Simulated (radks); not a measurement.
Cr, 24 electrons, occupied as [Ar] 3d5 4s1 (the NIST ground configuration).

Calculated with a radial shooting solver on a logarithmic mesh with Libxc functionals: scalar-relativistic Kohn-Sham, PBE, spin-polarised, spherical densities, point nucleus; open shells are filled with parallel spins first.

Energy parts (Ry):
| part | energy |
|---|---|
| total | -2101.45597 |
| kinetic | 2122.77281 |
| electron-nucleus | -5016.41777 |
| Hartree | 889.91852 |
| exchange-correlation | -97.72954 |

Orbitals (lengths in bohr, moments of r in powers of bohr):
| orbital | occ. | eigenvalue (Ry) | <r^2> |
|---|---|---|---|
| 1s up | 1 | -432.1397 | 0.005432 |
| 1s down | 1 | -432.1395 | 0.005432 |
| 2s up | 1 | -48.98465 | 0.1017 |
| 2s down | 1 | -48.86862 | 0.1013 |
| 2p up | 3 | -41.14777 | 0.08331 |
| 2p down | 3 | -41.05905 | 0.08292 |
| 3s up | 1 | -5.49606 | 0.9411 |
| 3s down | 1 | -5.17316 | 0.9433 |
| 3p up | 3 | -3.39878 | 1.105 |
| 3p down | 3 | -3.07825 | 1.112 |
| 4s up | 1 | -0.32841 | 12.88 |
| 3d up | 5 | -0.27362 | 3.075 |

The highest occupied level is 3d up at -3.723 eV. Spin moment in Bohr magnetons: 6. The density falls to 0.001 e/bohr^3 at r = 4.40 bohr. Summed over all electrons, <r^2> = 37.51 bohr^2, which gives a Langevin (diamagnetic) susceptibility term of -29.7 x 10^-6 cm^3/mol.
